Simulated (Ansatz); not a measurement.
A nudged elastic band was laid between two geometries of BrH + FGeH3 (7 atoms, charge 0, multiplicity 1).

These are results of Ansatz 0.2.0, RKS PBE-D4/def2-SVP, not measurements.

```json
{
  "movable images": "7",
  "climbing image": "yes",
  "spring": "5.0 eV/Å²",
  "optimiser": "quadratic models (default)",
  "start path": "through a guess of the saddle point",
  "force threshold": "0.03 eV/Å",
  "iteration limit": "60",
  "end points": "relaxed"
}
```

First end point:

```xyz
7
Properties=species:S:1:pos:R:3
Ge 0.396 -0.186 0.006
H 0.782 -0.602 1.443
H 1.591 0.379 -0.797
F -0.724 1.200 0.176
H -0.384 -1.274 -0.765
Br -3.081 -0.103 1.937
H -2.163 0.704 1.152
```

Last end point:

```xyz
7
Properties=species:S:1:pos:R:3
Ge -0.608 0.401 -0.377
H 0.475 -1.296 2.401
H 0.641 1.051 0.255
F -0.869 1.191 -1.922
H -0.556 -1.119 -0.652
Br -2.449 0.860 0.949
H -0.216 -0.971 2.498
```

Which bonds break or form, and what moves?

Bonds broken: Ge1–H2, Br6–H7. Bonds formed: Ge1–Br6, H2–H7. BrH + FGeH3 becomes BrFGeH2 + H2.

Give the energies along the band, and the barrier.

The run converged. The highest image is number 4 of 0 to 8, 1.55 eV above the first end and 1.95 eV above the last; the last end lies 0.40 eV below the first. A vibrational analysis at the climbing image gives one clearly imaginary mode, 877i cm⁻¹: a first-order saddle point. The orbitals stay closed-shell, which can raise the energy where a bond breaks towards radicals; this wasn't checked here.

| image | path coordinate (Å) | energy (eV) | Ge1–H2 (Å) | Br6–H7 (Å) | Ge1–Br6 (Å) |
| --- | --- | --- | --- | --- | --- |
| 0 | 0.00 | 0.00 | 1.54 | 1.45 | 3.98 |
| 1 | 0.87 | 0.11 | 1.55 | 1.44 | 4.06 |
| 2 | 1.73 | 0.25 | 1.56 | 1.44 | 4.02 |
| 3 | 2.60 | 0.56 | 1.58 | 1.47 | 3.40 |
| 4 | 3.47 | 1.55 | 1.79 | 1.73 | 2.80 |
| 5 | 4.08 | 0.67 | 2.12 | 2.10 | 2.49 |
| 6 | 4.69 | -0.09 | 2.53 | 2.44 | 2.35 |
| 7 | 5.30 | -0.36 | 2.98 | 2.84 | 2.32 |
| 8 | 5.91 | -0.40 | 3.43 | 3.28 | 2.31 |

What is the geometry of the highest image?


```xyz
7
Properties=species:S:1:pos:R:3
Ge -0.174 0.073 -0.063
H 0.068 -0.641 1.559
H 1.304 0.549 -0.018
F -0.882 1.437 -0.922
H -0.580 -1.235 -0.768
Br -2.442 0.318 1.568
H -0.876 -0.383 1.795
```

What are the harmonic wavenumbers there?

877i, 114, 156, 299, 526, 674, 733, 741, 813, 903, 942, 1380, 1780, 2062, 2144 cm⁻¹.

Run time: 100 s on 2 threads of Intel(R) Xeon(R) 6975P-C (Granite Rapids), on a shared host, peak memory 0.16 GiB.
